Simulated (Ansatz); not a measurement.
Geometry optimisation of CH7BO3Si, SMILES `C[SiH2]OB(O)O`.

```yaml
crystal:
  periodic: [false, false, false]
  atoms:
    - {symbol: C, position_ang: [-1.107280, 2.063480, -0.083070]}
    - {symbol: Si, position_ang: [-0.337780, 0.558500, -0.945800]}
    - {symbol: O, position_ang: [0.043210, -0.448560, 0.272080]}
    - {symbol: B, position_ang: [0.830970, -1.510020, 0.515600]}
    - {symbol: O, position_ang: [1.682850, -1.967900, -0.435320]}
    - {symbol: O, position_ang: [0.790850, -2.140340, 1.724060]}
    - {symbol: H, position_ang: [-1.475970, 2.768420, -0.821310]}
    - {symbol: H, position_ang: [-1.944960, 1.783530, 0.550450]}
    - {symbol: H, position_ang: [-0.388010, 2.588330, 0.540610]}
    - {symbol: H, position_ang: [0.849410, 0.934290, -1.717740]}
    - {symbol: H, position_ang: [-1.311700, -0.140280, -1.792720]}
    - {symbol: H, position_ang: [2.200180, -2.722760, -0.152650]}
    - {symbol: H, position_ang: [0.168230, -1.766680, 2.345810]}
basis:
  gaussian: {orbitals: def2-TZVP}
hamiltonian: {xc: pbe0, dispersion: d4}
relax: {f_tol: 0.005, max_steps: 150}
```

```sh
$ ansatz run in.yaml --threads 2 --pin off --events-out ev --progress --plain --max-ram 32768MiB --backend cuda --devices 0, --max-vram 18GiB
```

Shortened log:

```
Functional definition: PBE0
mean field -15843.41372834 eV, -582.2347154649 hartree, gradient 6.8e-5 eV, S^2 0.000000; 0 other end points of the search recorded, 0 dependent functions left out
relax step   1: F+E_penalty+E_count = -15843.62557035 eV  Δ(F+E_penalty+E_count) = +0.000e0 eV  max|allowed force component| = 9.417e-1 eV/Å  Δτ_max = 0.0000 Å  (27 SCF iters, accepted)
mean field -15843.46946388 eV, -582.2367637082 hartree, gradient 1.5e-5 eV, S^2 0.000000; 0 other end points of the search recorded, 0 dependent functions left out
relax step   2: F+E_penalty+E_count = -15843.68048961 eV  Δ(F+E_penalty+E_count) = -5.492e-2 eV  max|allowed force component| = 5.102e-1 eV/Å  Δτ_max = 0.0506 Å  (31 SCF iters, accepted)
mean field -15843.48026447 eV, -582.2371606228 hartree, gradient 1.5e-5 eV, S^2 0.000000; 0 other end points of the search recorded, 0 dependent functions left out
relax step   3: F+E_penalty+E_count = -15843.69134127 eV  Δ(F+E_penalty+E_count) = -1.085e-2 eV  max|allowed force component| = 2.013e-1 eV/Å  Δτ_max = 0.0317 Å  (31 SCF iters, accepted)
mean field -15843.47417969 eV, -582.2369370109 hartree, gradient 8.4e-6 eV, S^2 0.000000; 0 other end points of the search recorded, 0 dependent functions left out
relax step   4: F+E_penalty+E_count = -15843.68607189 eV  Δ(F+E_penalty+E_count) = +5.269e-3 eV  max|allowed force component| = 6.182e-1 eV/Å  Δτ_max = 0.1137 Å  (30 SCF iters, rejected (line search))
mean field -15843.48755146 eV, -582.2374284147 hartree, gradient 1.6e-5 eV, S^2 0.000000; 0 other end points of the search recorded, 0 dependent functions left out
relax step   5: F+E_penalty+E_count = -15843.69907473 eV  Δ(F+E_penalty+E_count) = -7.733e-3 eV  max|allowed force component| = 1.209e-1 eV/Å  Δτ_max = 0.0568 Å  (30 SCF iters, accepted)
mean field -15843.49132207 eV, -582.2375669818 hartree, gradient 1.6e-5 eV, S^2 0.000000; 0 other end points of the search recorded, 0 dependent functions left out
relax step   6: F+E_penalty+E_count = -15843.70326477 eV  Δ(F+E_penalty+E_count) = -4.190e-3 eV  max|allowed force component| = 5.898e-2 eV/Å  Δτ_max = 0.0666 Å  (30 SCF iters, accepted)
mean field -15843.49261131 eV, -582.2376143605 hartree, gradient 1.6e-5 eV, S^2 0.000000; 0 other end points of the search recorded, 0 dependent functions left out
relax step   7: F+E_penalty+E_count = -15843.70466467 eV  Δ(F+E_penalty+E_count) = -1.400e-3 eV  max|allowed force component| = 8.291e-2 eV/Å  Δτ_max = 0.0744 Å  (30 SCF iters, accepted)
mean field -15843.49290987 eV, -582.2376253324 hartree, gradient 1.6e-5 eV, S^2 0.000000; 0 other end points of the search recorded, 0 dependent functions left out
relax step   8: F+E_penalty+E_count = -15843.70495226 eV  Δ(F+E_penalty+E_count) = -2.876e-4 eV  max|allowed force component| = 1.071e-1 eV/Å  Δτ_max = 0.0563 Å  (31 SCF iters, accepted)
mean field -15843.49448574 eV, -582.2376832446 hartree, gradient 1.5e-5 eV, S^2 0.000000; 0 other end points of the search recorded, 0 dependent functions left out
relax step   9: F+E_penalty+E_count = -15843.70650455 eV  Δ(F+E_penalty+E_count) = -1.552e-3 eV  max|allowed force component| = 9.956e-2 eV/Å  Δτ_max = 0.0343 Å  (30 SCF iters, accepted)
mean field -15843.49586532 eV, -582.2377339433 hartree, gradient 1.5e-5 eV, S^2 0.000000; 0 other end points of the search recorded, 0 dependent functions left out
relax step  10: F+E_penalty+E_count = -15843.70791223 eV  Δ(F+E_penalty+E_count) = -1.408e-3 eV  max|allowed force component| = 1.022e-2 eV/Å  Δτ_max = 0.0406 Å  (31 SCF iters, accepted)
mean field -15843.49697875 eV, -582.2377748611 hartree, gradient 1.7e-5 eV, S^2 0.000000; 0 other end points of the search recorded, 0 dependent functions left out
relax step  11: F+E_penalty+E_count = -15843.70902727 eV  Δ(F+E_penalty+E_count) = -1.115e-3 eV  max|allowed force component| = 4.242e-2 eV/Å  Δτ_max = 0.0980 Å  (30 SCF iters, accepted)
mean field -15843.49723539 eV, -582.2377842923 hartree, gradient 1.6e-5 eV, S^2 0.000000; 0 other end points of the search recorded, 0 dependent functions left out
relax step  12: F+E_penalty+E_count = -15843.70928053 eV  Δ(F+E_penalty+E_count) = -2.533e-4 eV  max|allowed force component| = 6.490e-2 eV/Å  Δτ_max = 0.0718 Å  (30 SCF iters, accepted)
mean field -15843.49740761 eV, -582.2377906214 hartree, gradient 1.5e-5 eV, S^2 0.000000; 0 other end points of the search recorded, 0 dependent functions left out
relax step  13: F+E_penalty+E_count = -15843.70948374 eV  Δ(F+E_penalty+E_count) = -2.032e-4 eV  max|allowed force component| = 2.845e-2 eV/Å  Δτ_max = 0.0023 Å  (33 SCF iters, accepted)
mean field -15843.49745812 eV, -582.2377924777 hartree, gradient 1.5e-5 eV, S^2 0.000000; 0 other end points of the search recorded, 0 dependent functions left out
relax step  14: F+E_penalty+E_count = -15843.70955449 eV  Δ(F+E_penalty+E_count) = -7.075e-5 eV  max|allowed force component| = 1.011e-2 eV/Å  Δτ_max = 0.0057 Å  (32 SCF iters, accepted)
mean field -15843.49747383 eV, -582.2377930551 hartree, gradient 1.5e-5 eV, S^2 0.000000; 0 other end points of the search recorded, 0 dependent functions left out
relax step  15: F+E_penalty+E_count = -15843.70956727 eV  Δ(F+E_penalty+E_count) = -1.277e-5 eV  max|allowed force component| = 1.730e-3 eV/Å  Δτ_max = 0.0041 Å  (32 SCF iters, accepted)
mean field -15843.49748033 eV, -582.2377932937 hartree, gradient 1.5e-5 eV, S^2 0.000000; 0 other end points of the search recorded, 0 dependent functions left out
relax step  16: F+E_penalty+E_count = -15843.70957903 eV  Δ(F+E_penalty+E_count) = -1.177e-5 eV  max|allowed force component| = 7.701e-3 eV/Å  Δτ_max = 0.0147 Å  (31 SCF iters, accepted)
mean field -15843.49746373 eV, -582.2377926837 hartree, gradient 1.5e-5 eV, S^2 0.000000; 0 other end points of the search recorded, 0 dependent functions left out
relax step  17: F+E_penalty+E_count = -15843.70956739 eV  Δ(F+E_penalty+E_count) = +1.165e-5 eV  max|allowed force component| = 1.359e-2 eV/Å  Δτ_max = 0.0119 Å  (31 SCF iters, rejected (line search))
mean field -15843.49748370 eV, -582.2377934177 hartree, gradient 1.5e-5 eV, S^2 0.000000; 0 other end points of the search recorded, 0 dependent functions left out
relax step  18: F+E_penalty+E_count = -15843.70958336 eV  Δ(F+E_penalty+E_count) = -4.322e-6 eV  max|allowed force component| = 1.825e-3 eV/Å  Δτ_max = 0.0036 Å  (34 SCF iters, accepted)
mean field -15843.49748370 eV, -582.2377934177 hartree, gradient 8.1e-5 eV, S^2 0.000000; 1 other end points of the search recorded, 0 dependent functions left out
Total energy: -15843.70961923 eV, -582.2455892546 hartree
Atom 0 at    -1.201953     2.063406    -0.159967 Å, force    -0.000492    -0.000412     0.000469 eV/Å
Atom 1 at    -0.220533     0.624480    -0.804244 Å, force    -0.000267     0.001825     0.001128 eV/Å
Atom 2 at     0.119629    -0.356273     0.487648 Å, force    -0.000280    -0.000148    -0.001397 eV/Å
Atom 3 at     0.808081    -1.530422     0.557608 Å, force     0.001296     0.000496    -0.000174 eV/Å
Atom 4 at     1.345555    -2.068556    -0.575926 Å, force    -0.000527    -0.000350     0.000727 eV/Å
Atom 5 at     0.968742    -2.178937     1.751082 Å, force    -0.000437    -0.000345     0.000405 eV/Å
Atom 6 at    -1.455395     2.746116    -0.975398 Å, force     0.000123    -0.000117    -0.000090 eV/Å
Atom 7 at    -2.132653     1.725598     0.301657 Å, force    -0.000094     0.000313     0.000030 eV/Å
Atom 8 at    -0.631848     2.622141     0.585824 Å, force    -0.000046    -0.000165    -0.000046 eV/Å
Atom 9 at     1.048511     1.089592    -1.423394 Å, force     0.000002    -0.000933    -0.000569 eV/Å
Atom 10 at    -1.003851    -0.135886    -1.813413 Å, force     0.000660    -0.000284    -0.000015 eV/Å
Atom 11 at     1.806024    -2.893086    -0.405865 Å, force    -0.000003     0.000155    -0.000243 eV/Å
Atom 12 at     0.549691    -1.708163     2.474388 Å, force     0.000064    -0.000034    -0.000226 eV/Å
Dipole moment:    -0.094071     0.091361     0.207361 e Å
```

It took 34 s on 2 threads of an AMD EPYC 7R13 on a shared host and a share of an NVIDIA H100 80 GB, with 0.85 GiB of host memory at the peak.
